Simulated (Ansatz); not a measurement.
Steps of a relaxation of `B[NH][AlH][SeH]` with RKS PBE0-D4/def2-TZVP.

```sh
$ ansatz run in.yaml --threads 4 --pin off --events-out ev --progress --plain --max-ram 10444MiB
```

```yaml
crystal:
  periodic: [false, false, false]
  atoms:
    - {symbol: B, position_ang: [-0.390134, 1.748663, -0.232726]}
    - {symbol: N, position_ang: [-0.131262, 0.496052, 0.371670]}
    - {symbol: Al, position_ang: [0.299725, -0.978696, -0.617508]}
    - {symbol: Se, position_ang: [0.673975, -3.011029, 0.462780]}
    - {symbol: H, position_ang: [-0.679613, 2.719804, 0.446472]}
    - {symbol: H, position_ang: [-0.314756, 1.838362, -1.449085]}
    - {symbol: H, position_ang: [-0.204143, 0.460165, 1.394828]}
    - {symbol: H, position_ang: [0.423769, -0.899762, -2.194682]}
    - {symbol: H, position_ang: [0.411037, -2.419759, 1.801149]}
basis:
  gaussian: {orbitals: def2-TZVP}
hamiltonian: {xc: pbe0, dispersion: d4}
relax: {f_tol: 0.005, max_steps: 150}
```

Positions (Å) and forces (eV/Å) along the path, 7 of 7 steps:

```xyz
9
step=1 energy=-74184.5574 eV
B    -0.390    1.749   -0.233    0.023   -0.049    0.066
N    -0.131    0.496    0.372   -0.015   -0.001    0.085
Al    0.300   -0.979   -0.618   -0.089    0.300    0.229
Se    0.674   -3.011    0.463   -0.092    0.300    0.242
H    -0.680    2.720    0.446    0.106   -0.367   -0.264
H    -0.315    1.838   -1.449   -0.029   -0.051    0.461
H    -0.204    0.460    1.395    0.053    0.003   -0.689
H     0.424   -0.900   -2.195   -0.019    0.003    0.194
H     0.411   -2.420    1.801    0.062   -0.137   -0.324
9
step=2 energy=-74184.5871 eV
B    -0.383    1.739   -0.230   -0.035   -0.033    0.012
N    -0.133    0.491    0.366    0.036   -0.076   -0.052
Al    0.297   -0.973   -0.612   -0.065    0.220    0.129
Se    0.670   -2.990    0.464   -0.009    0.023    0.050
H    -0.673    2.698    0.440    0.045   -0.102   -0.073
H    -0.312    1.826   -1.432    0.006   -0.003    0.130
H    -0.206    0.452    1.377    0.014   -0.005   -0.172
H     0.418   -0.889   -2.177   -0.001   -0.003    0.022
H     0.410   -2.401    1.788    0.010   -0.022   -0.046
9
step=3 energy=-74184.5893 eV
B    -0.396    1.731   -0.231    0.151    0.040    0.011
N    -0.126    0.489    0.362   -0.052   -0.038   -0.037
Al    0.296   -0.965   -0.612    0.000    0.027    0.019
Se    0.667   -2.981    0.468    0.004   -0.017   -0.008
H    -0.669    2.687    0.439   -0.055   -0.003    0.004
H    -0.309    1.825   -1.425   -0.050   -0.008   -0.015
H    -0.199    0.447    1.368    0.004   -0.001    0.025
H     0.417   -0.883   -2.175    0.000   -0.006   -0.009
H     0.406   -2.396    1.789   -0.002    0.007    0.009
9
step=4 energy=-74184.5905 eV
B    -0.385    1.736   -0.230    0.000    0.004   -0.003
N    -0.132    0.488    0.359   -0.001    0.001    0.003
Al    0.294   -0.966   -0.612    0.002   -0.009    0.002
Se    0.670   -2.982    0.468   -0.001    0.004    0.001
H    -0.670    2.688    0.442    0.001   -0.003    0.000
H    -0.309    1.829   -1.425   -0.001    0.002    0.001
H    -0.205    0.445    1.366   -0.001   -0.001   -0.002
H     0.416   -0.890   -2.175   -0.001    0.002   -0.004
H     0.410   -2.395    1.790    0.000   -0.001    0.001
9
step=5 energy=-74184.5905 eV
B    -0.384    1.736   -0.230   -0.001    0.004    0.008
N    -0.133    0.487    0.358   -0.002    0.003    0.004
Al    0.294   -0.967   -0.612    0.002   -0.006    0.000
Se    0.670   -2.982    0.469   -0.001    0.003    0.001
H    -0.670    2.686    0.443    0.000    0.001   -0.004
H    -0.308    1.832   -1.425    0.000    0.000    0.000
H    -0.206    0.445    1.366    0.001   -0.004   -0.007
H     0.415   -0.890   -2.176    0.000    0.000   -0.004
H     0.411   -2.393    1.790    0.001   -0.001    0.002
9
step=6 energy=-74184.5904 eV rejected
B    -0.384    1.736   -0.230    0.000    0.001    0.003
N    -0.135    0.487    0.358   -0.008    0.001    0.000
Al    0.294   -0.967   -0.613   -0.001   -0.003    0.001
Se    0.672   -2.981    0.470   -0.001    0.000    0.000
H    -0.664    2.687    0.444   -0.004    0.000   -0.001
H    -0.311    1.832   -1.425    0.005    0.001    0.000
H    -0.210    0.443    1.364    0.008   -0.001   -0.002
H     0.416   -0.891   -2.176    0.000    0.000   -0.002
H     0.411   -2.393    1.791    0.001    0.000    0.001
9
step=7 energy=-74184.5905 eV
B    -0.384    1.736   -0.230    0.000    0.001    0.002
N    -0.134    0.487    0.358   -0.001    0.002    0.001
Al    0.294   -0.967   -0.613    0.000   -0.002    0.000
Se    0.671   -2.981    0.470    0.000    0.001    0.000
H    -0.669    2.686    0.444    0.000    0.000   -0.001
H    -0.307    1.833   -1.425    0.000    0.000    0.000
H    -0.208    0.443    1.365    0.000   -0.002   -0.002
H     0.415   -0.891   -2.177    0.000    0.000   -0.001
H     0.412   -2.392    1.791    0.000    0.000    0.001
```

It took 22 s on 4 threads of an Arm Neoverse V2 on a shared host, with 0.46 GiB of host memory at the peak.
